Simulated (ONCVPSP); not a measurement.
**An odd input for ONCVPSP 4.0.1 (zirconium (Zr))**

Command:

```bash
oncvpsp.x < Zr.dat > Zr.out
```

Input:

```
# ATOM AND REFERENCE CONFIGURATION
# atsym  z   nc   nv     iexc    psfile
  Zr 40.00    6    4  -118130      upf
#
#   n    l    f
    1    0    2.00
    2    0    2.00
    2    1    6.00
    3    0    2.00
    3    1    6.00
    3    2   10.00
    4    0    2.00
    4    1    6.00
    4    2    2.00
    5    0    2.00
#
# PSEUDOPOTENTIAL AND OPTIMIZATION
# lmax
    2
#
#   l,   rc,      ep,       ncon, nbas, qcut
    0    1.80    0.00    5   10    6.70
    1    2.10    0.00    4    7    8.10
    2    2.10    0.00    4    9    4.30
#
# LOCAL POTENTIAL
# lloc, lpopt,  rc(5),   dvloc0
    4    5    1.45    0.00
#
# VANDERBILT-KLEINMAN-BYLANDER PROJECTORs
# l, nproj, debl
    0    2    1.50
    1    2    2.90
    2    2    2.00
#
# MODEL CORE CHARGE
# icmod, fcfact, rcfact
    0    0.00    0.00
#
# LOG DERIVATIVE ANALYSIS
# epsh1, epsh2, depsh
   -4.00    5.00    0.00
#
# OUTPUT GRID
# rlmax, drl
    6.00    0.01
#
# TEST CONFIGURATIONS
# ncnf
    4
# nvcnf
#   n    l    f
    4
    4    0    2.00
    4    1    6.00
    4    2    2.00
    5    0    1.00
#
    4
    4    0    2.00
    4    1    6.00
    4    2    2.00
    5    0    0.00
#
    4
    4    0    2.00
    4    1    6.00
    4    2    1.00
    5    0    0.00
#
    5
    4    0    2.00
    4    1    6.00
    4    2    2.00
    5    0    0.00
    5    1    2.00
#
```

This is an input that runs to its end, with one change: depsh set to zero.

Question: How does the run end?

Answer: The program runs through. Ghost flags: GHOST(+) s at 206.8 eV, GHOST(+) d at 373.5 eV; the largest excitation error among the 4 tests with output is 9.17 meV, as for the unchanged input.

```
   3   0  2.0000  -14.95122926
   3   1  6.0000  -11.75787209
   3   2 10.0000   -6.50947623
   4   0  2.0000   -2.09027094   -2.09068175   -4.11D-04
   4   1  6.0000   -1.27948522   -1.27969655   -2.11D-04
   4   2  2.0000   -0.20588197   -0.20594937   -6.74D-05
   5   1  2.0000   -0.09332615   -0.09332718   -1.04D-06

    Total energies and differences
      AE_ref= -3.59793384D+03  AE_tst= -3.59770215D+03  dif=  2.32D-01
      PS_ref= -4.69695109D+01  PS_tst= -4.67378490D+01  dif=  2.32D-01
      PSP excitation error=  2.89D-05
```
